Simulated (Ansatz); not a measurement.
```yaml
atoms:
  - { symbol: C, position_ang: [0.0000, -0.4117, -0.0523] }
  - { symbol: O, position_ang: [0.0000, -0.3905, 1.1538] }
  - { symbol: N, position_ang: [0.0000, 0.6799, -0.8543] }
  - { symbol: H, position_ang: [0.0000, -1.3629, -0.6417] }
  - { symbol: H, position_ang: [0.0000, 0.5969, -1.8606] }
  - { symbol: H, position_ang: [0.0000, 1.6013, -0.4339] }
```

Basis set: 6-31G* (spherical functions). Frozen core: 3 orbitals. Charge 0, multiplicity 1.

Computed with Ansatz (development build ahead of 0.2.0); each method stands on the lowest determinant of its kind that the runs found. Restricted open shells among the atoms or ions are ROHF, correlated in semicanonical orbitals with singles.

The atomization energy at this shape (free ground-state atoms in the same class of orbitals less the molecule, no zero-point energy) of singlet CH₃NO:

```
 method  atomization energy
RHF-MP2       2174.9 kJ/mol
```

Question: What does RHF give?

Answer: 1565.3 kJ/mol.
